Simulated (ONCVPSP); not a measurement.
# gallium (Ga): one change to an ONCV potential, before and after

gallium, optimised norm-conserving Vanderbilt (ONCV), made with ONCVPSP 4.0.1 (PBE, scalar-relativistic). Core [Ar], reference 3d10 4s2 4p1. Waves: 4s: rc 2.10 bohr, ncon 4, nbas 7, qcut 3.7 1/bohr, 2 projectors, debl 2.3 Ha; 4p: rc 1.75 bohr, ncon 4, nbas 7, qcut 4.9 1/bohr, 1 projector; 3d: rc 0.80 bohr, ncon 4, nbas 9, qcut 15.8 1/bohr, local. Local part: the d channel. Core correction: polynomial model core, fcfact 0.7.

All-electron outer shells of the reference configuration (PBE, scalar-relativistic, ld1.x):

| shell | level (eV) | outermost node (bohr) | outermost maximum (bohr) |
| --- | --- | --- | --- |
| 3s | -148.13 | 0.27 | 0.56 |
| 3p | -98.86 | 0.24 | 0.56 |
| 3d | -19.15 | – | 0.53 |
| 4s | -8.95 | 0.81 | 1.90 |
| 4p | -2.58 | 0.87 | 2.53 |

Change: d: ncon 3, nbas 8.

Cutoffs: the cutoffs (Ha) at which the residual kinetic energy of the hardest occupied pseudo-wave falls to 1 and 0.1 mHa per electron; they do not see the model core or the augmentation charge, which bear on the density cutoff. Errors are all-electron minus pseudo energies relative to the spin-unpolarised reference configuration.

Q: How do hardness, ghosts and transferability respond?

A: The potential gets softer (119 Ha and 347 Ha → 113 Ha and 202 Ha); both files keep a bound ghost (p, s); the errors of the 3 common tests hardly move.

| quantity | base | changed |
| --- | --- | --- |
| cutoff, loose | 119 Ha | 113 Ha |
| cutoff, tight | 347 Ha | 202 Ha |
| loose cutoff by channel | s 6.5 Ha, p 4.8 Ha, d 119 Ha | s 6.5 Ha, p 4.8 Ha, d 113 Ha |
| bound ghosts | s, p | s, p |
| GHOST(+) flags under 300 eV | s at 129.4 eV | s at 151.6 eV |
| tests with a reliable result | 3 of 4 | 3 of 4 |
| error for 3d10 4s2 4p0, meV [ΔE 5.69 eV] | -1.8 | -1.8 |
| error for 3d10 4s1 4p0, meV [ΔE 26.82 eV] | -20 | -20 |
| error for 3d9 4s2 4p2, meV [ΔE 20.31 eV] | -348 | -356 |
| s: phases at 2.13 bohr within 0.05 rad from the reference energy up to (Ha; the scan ends near 5) | 3.1 | 3.2 |
| p: phases at 1.78 bohr within 0.05 rad from the reference energy up to (Ha; the scan ends near 5) | 1.9 | 2.0 |
| d: phases at 0.81 bohr within 0.05 rad from the reference energy up to (Ha; the scan ends near 5) | to the end of the scan | 4.9 |
| rms error of d²Exc/dni dnj with the model core, mHa | 0.88 | 0.86 |

 A true bound ghost makes a file unfit for plane-wave use even where its test errors are small: the radial tests pick states by their node count and pass the ghost by.
